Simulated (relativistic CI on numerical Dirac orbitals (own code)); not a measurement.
One change at a time: Ni⁴⁺

Base calculation: Dirac-Coulomb-Breit CI, orbitals from a KLI potential per configuration, QED by a radiative potential, valence Slater integrals scaled by 0.85, P86 correlation energy added to each configuration.

Configurations in the expansion (outside the closed core [Ne]): 3s2 3p6 3d6, 3s2 3p6 3d5 4s, 3s2 3p6 3d5 4p, 3s2 3p5 3d7, 3s2 3p6 3d5 4d, 3s2 3p6 3d5 5s, 3s2 3p6 3d5 5p, 3s2 3p6 3d5 4f, 3s2 3p6 3d5 5d, 3s2 3p6 3d4 4s 4p, 3s2 3p6 3d5 5g, 3s 3p6 3d7, 3s2 3p6 3d4 4s2, 3s2 3p6 3d3 4s2 4p, 3s2 3p6 3d3 4s2 4d, 3s2 3p6 3d3 4s2 5s, 3s2 3p6 3d3 4s2 5p. Double excitations out of closed p, d and f shells are left out; levels of such configurations are missing from the list, as are those of other unlisted configurations, and high levels can miss mixing partners.

Variants: (1) valence Slater integrals scaled by 0.75; (2) self-excluded LDA correlation estimate; (3) QED terms removed; (4) Breit term removed. Shifts of the energy above 3s2 3p6 3d6 5D_4, in cm⁻¹, for the lowest level and the first level of each name with at least 55 % of one term (blank where a level changes its place among those of its configuration and J or its character, or is not in the variant):

```tsv
Level	Base	Δ(1)	Δ(2)	Δ(3)	Δ(4)	Measured
3s2 3p6 3d6 5D_4	0.0	0.0	0.0	0.0	0.0	0.0
3s2 3p6 3d6 5D_3	865.2	+4.4	+0.1	-3.5	+15.7	889.7
3s2 3p6 3d6 5D_2	1450.0	+0.1	+0.1	-5.6	+25.2	1489.9
3s2 3p6 3d6 5D_1	1822.4	-3.2	+0.1	-7.0	+31.0	1871.5
3s2 3p6 3d6 5D_0	2003.9	-5.1	+0.1	-7.6	+33.9	2057.6
3s2 3p6 3d6 3H_6	25032.5	-2851.9	-3.0	-1.6	+190.7	27111.2
3s2 3p6 3d6 3H_5	25504.8	-2862.1	-2.9	-2.8	+116.8	27578.2
3s2 3p6 3d6 3P_2	25750.4	-2807.7	-4.9	+2.3	-103.9	26153.0
3s2 3p6 3d6 3H_4	25825.2	-2888.2	-3.0	-2.9	+38.3	27858.8
3s2 3p6 3d6 3F_4	27971.9	-3115.0	-3.5	-0.6	+13.9	29123.7
3s2 3p6 3d6 3P_1	28213.0	-2801.7	-4.8	-7.9	+64.0	28697.6
3s2 3p6 3d6 3F_3	28447.7	-3117.8	-3.5	-2.2	+9.1	29570.8
3s2 3p6 3d6 3F_2	28776.6	-3108.1	-3.5	-3.7	+27.8	29899.2
3s2 3p6 3d6 3P_0	29135.2	-2841.3	-4.8	-10.7	+141.6	29640.0
```

At this charge configurations can still be misplaced by up to about 7 % of their energy. 67 of the 69 excited levels that our extract of the measured tables holds in this range could be paired (the sources list more); they are missed by 1773 cm⁻¹ on average and 4215 at most, and levels without a partner can miss by more.

Measured levels: Corliss and Sugar, J. Phys. Chem. Ref. Data 10, 197 (1981).

Ionisation energy from the two ground configurations alone: base 75.99 eV; valence Slater integrals scaled by 0.75 76.42 eV; self-excluded LDA correlation estimate 76.51 eV. The NIST ASD value (semi-empirical) is 76.06 eV.
